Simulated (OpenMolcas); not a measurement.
# Lines of neutral carbon: computed and rescaled rates

```yaml
Program: OpenMolcas 26.06
Method: RASSCF
Basis: ANO-RCC [8s8p4d3f2g]
Scalar_Hamiltonian: DKH2, point nucleus
Active_space: 4 electrons in 9 orbitals (RAS2 2s 2p; RAS3 3d, at most 2 electrons)
State_averaging: 2S+1 = 3 even, 3 roots; 2S+1 = 1 even, 6 roots; 2S+1 = 5 odd, 1 root; 2S+1 = 3 odd, 8 roots
Spin-orbit_coupling: state interaction with AMFI integrals over the reference wave functions, term energies averaged over their components
```

Rates come from the transition moments of the reference wave functions (E1 and E2 in the length form). At fixed line strength A goes as λ^-3 for E1 and M1 and as λ^-5 for E2, so a rate at the computed wavelength can be rescaled to the measured one. Measured vacuum wavelengths follow from level energies in NIST Handbook of Basic Atomic Spectroscopic Data. Branching counts decays inside the model space alone, at computed energies, and the table is only a selection of the E1 lines, drawn from those between levels with measured partners whose computed energy lies within a factor of 1.5 of the measured one.

| Upper | Lower | Type | λ computed (nm) | λ measured (nm) | A computed (s-1) | A rescaled (s-1) | Branching % |
| --- | --- | --- | --- | --- | --- | --- | --- |
| 2s 2p3 5S* 2 | 2s2 2p2 3P2 | E1 | 330.7 | 296.8 | 7.16e+00 |  | 74.9 |
| 2s 2p3 5S* 2 | 2s2 2p2 3P1 | E1 | 330.4 | 296.6 | 2.40e+00 |  | 25.1 |
| 2s 2p3 3D* 1 | 2s2 2p2 3P2 | E1 | 150.3 | 156.1 | 4.13e+06 | 3.69e+06 | 2.7 |
| 2s 2p3 3D* 2 | 2s2 2p2 3P2 | E1 | 150.3 | 156.1 | 3.73e+07 | 3.33e+07 | 24.8 |
| 2s 2p3 3D* 3 | 2s2 2p2 3P2 | E1 | 150.3 | 156.1 | 1.51e+08 | 1.35e+08 | 100.0 |
| 2s 2p3 3D* 1 | 2s2 2p2 3P1 | E1 | 150.2 | 156.1 | 6.27e+07 | 5.59e+07 | 41.5 |
| 2s 2p3 3D* 2 | 2s2 2p2 3P1 | E1 | 150.2 | 156.1 | 1.13e+08 | 1.01e+08 | 75.2 |
| 2s 2p3 3D* 1 | 2s2 2p2 3P0 | E1 | 150.2 | 156 | 8.41e+07 | 7.51e+07 | 55.7 |
| 2s 2p3 3P* 2 | 2s2 2p2 3P2 | E1 | 122.9 | 133 | 3.95e+08 | 3.12e+08 | 75.1 |
| 2s 2p3 3P* 1 | 2s2 2p2 3P2 | E1 | 122.9 | 133 | 2.19e+08 | 1.73e+08 | 41.7 |
| 2s 2p3 3P* 2 | 2s2 2p2 3P1 | E1 | 122.8 | 132.9 | 1.31e+08 | 1.03e+08 | 24.9 |
| 2s 2p3 3P* 1 | 2s2 2p2 3P1 | E1 | 122.8 | 132.9 | 1.32e+08 | 1.04e+08 | 25.1 |
| 2s 2p3 3P* 0 | 2s2 2p2 3P1 | E1 | 122.8 | 132.9 | 5.26e+08 | 4.15e+08 | 100.0 |
| 2s 2p3 3P* 1 | 2s2 2p2 3P0 | E1 | 122.8 | 132.9 | 1.75e+08 | 1.38e+08 | 33.3 |

Spin-changing lines and M1 lines between different terms are not rescaled, since their strength hangs on the term gaps too.

The largest correction is for 2s 2p3 3P* 2 → 2s2 2p2 3P1 (E1): 1.31e+08 × (122.8 / 132.9)^3 = 1.03e+08 s-1, a factor of 0.79.

The computed rate and branching of 2s 2p3 3P* 0 → 2s2 2p2 3P1 give the upper level a radiative lifetime of 1.000 / 5.26e+08 s-1 = 1.90e-09 s, counting decays inside the model space alone. The rescaled rate gives about 2.4e-09 s.

The computed order of these levels differs from the measured one in 2 places, and where term gaps are wrong the rates of spin-changing lines can be off by large factors.

No measured rate stands beside these. Rescaling mends the energy factor alone: line strengths can still be far off where a level mixes with configurations outside the active space, and weak or spin-changing lines hang on small mixing coefficients that depend on the term gaps too, so rescaling need not improve them.

Without dynamic correlation excited terms often stand tens of per cent too high (terms of higher spin than the ground term too low), and those without a measured partner can miss by more than the paired ones. Active for correlation alone: 3d; no level in the range computed is led by a configuration that fills it, so any true level of that kind is missing. Measured partners are found by configuration, term and J. A level has none where our copy of the source lacks it or the pairing is in doubt (some pairs that miss far off the trend of their configuration count as doubtful). Only configurations of the active space appear.

* marks odd parity.
